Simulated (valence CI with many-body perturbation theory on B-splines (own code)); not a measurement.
# Re V: key properties

Level of theory: relativistic CI+MBPT: three valence electrons over a frozen Dirac-Fock core [Xe] 4f14, a basis of 7 s, 7 p, 8 d, 6 f, 4 g, 1 h functions for each j, with the one-electron correlation potential Σ1, the two-electron term Σ2, the three-electron term Σ3, Breit, model QED; selected CI, second order for the rest, scaled by the run's own slope (own B-spline code, finite nucleus).

Against 32 measured levels this calculation errs by 1065 cm⁻¹ on average and by 2255 at most. Only levels of the ground parity were solved; by the run's estimate the other parity begins above the list, which can be wrong where configurations are misplaced.

Names give the largest LS component (configuration and term), which can be under half, so a name can repeat, a term be missing and a line seem to break the LS rules; names also repeat where a configuration has a term twice.

Rates and lifetimes use the calculated energies. Strong lines usually hold to 10 to 20 %, long lifetimes can be off by a factor of two.

Q: What is the ground level?

A: 5d³ ⁴F_3/2, composition 86 % 5d³ ⁴F + 12 % 5d³ ²D, g = 0.466.

Q: What is the ionisation energy?

A: 53.535 eV; NIST lists 51.9 ± 1.9 eV (theoretical).

Q: How is the term ⁴F of the ground level split?

A: J = 3/2 at 0.0, J = 5/2 at 4748, J = 7/2 at 8889, J = 9/2 at 11930 cm⁻¹.

Q: How well does LS coupling describe the low levels?

A: Among the lowest 20 levels the leading LS term, summed over configurations, holds 78 % on average. For single configurations the figures are 77 % in LS and 74 % in jj coupling. Terms mix most in the J = 3/2 level at 23752 cm⁻¹, where the leading one holds 44 %.
